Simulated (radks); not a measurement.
Results of a calculation; reference values are marked as such.
Question: Species: Yb IV. Configuration: [Xe] 4f13 (the NIST ground configuration). Level of theory: Dirac Kohn-Sham, LDA (Slater exchange, Perdew-Wang correlation), spin-unpolarised, spherical densities, finite nucleus; open shells fill j = l - 1/2 first; Fermi nuclear charge, rms radius 5.3108 fm (a radial shooting solver on a logarithmic mesh with Libxc functionals). Some entries of the table are withheld. Estimate them.

| orbital | occ. | eigenvalue (hartree) | <r> (bohr) |
|---|---|---|---|
| 1s1/2 | 2 | -2246.478 | 0.01968 |
| 2s1/2 | 2 | -381.4797 | (1) |
| 2p1/2 | 2 | -364.1043 | (2) |
| 2p3/2 | 4 | -325.6729 | (3) |
| 3s1/2 | 2 | -86.94445 | (4) |
| 3p1/2 | 2 | (5) | 0.2062 |
| 3p3/2 | 4 | (6) | 0.2203 |
| 3d3/2 | 4 | -57.91737 | 0.1936 |
| 3d5/2 | 6 | -56.13439 | 0.1979 |
| 4s1/2 | 2 | -18.08940 | 0.4878 |
| 4p1/2 | 2 | -14.97181 | (7) |
| 4p3/2 | 4 | -13.11417 | (8) |
| 4d3/2 | 4 | -7.96999 | (9) |
| 4d5/2 | 6 | -7.63097 | (10) |
| 5s1/2 | 2 | -3.15661 | 1.187 |
| 5p1/2 | 2 | -2.28430 | 1.321 |
| 5p3/2 | 4 | -2.03713 | 1.422 |
| 4f5/2 | 6 | -1.36145 | 0.7250 |
| 4f7/2 | 7 | -1.30999 | 0.7387 |
| 5d3/2 | 0 | -0.94157 | 2.009 |
| 5d5/2 | 0 | -0.92023 | 2.052 |
| 6s1/2 | 0 | -0.88957 | 2.861 |

Answer: 
(1) 2s1/2 <r> (bohr): 0.08281
(2) 2p1/2 <r> (bohr): 0.06875
(3) 2p3/2 <r> (bohr): 0.07624
(4) 3s1/2 <r> (bohr): 0.2165
(5) 3p1/2 eigenvalue (hartree): -79.24560
(6) 3p3/2 eigenvalue (hartree): -71.09197
(7) 4p1/2 <r> (bohr): 0.4953
(8) 4p3/2 <r> (bohr): 0.5278
(9) 4d3/2 <r> (bohr): 0.5523
(10) 4d5/2 <r> (bohr): 0.5638
